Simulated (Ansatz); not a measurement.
Ansatz (a program for electronic structure) input:

Ansatz 0.2 input:
```yaml
crystal:
  periodic: [false, false, false]
  atoms:
    - {symbol: Mg, position_ang: [0.00000000, 0.00000000, 0.00000000]}
    - {symbol: Br, position_ang: [0.00000000, 0.00000000, 2.39403072]}
    - {symbol: Br, position_ang: [-0.00000000, -0.00000000, -2.39403072]}
basis:
  gaussian:
    orbitals: def2-SVPD
total_charge: 1
magnetization: {spin_polarized: true, initial_magnetization: 1}
correlation: {method: ccsd_t, electrons: outside_noble_gas}
output: {forces: true}
```

Predict the final energy.

-5343.82296 Eh (CCSD(T)/def2-SVPD). The basis has 103 functions.

The program attaches cautions to this result: asymmetric forces.
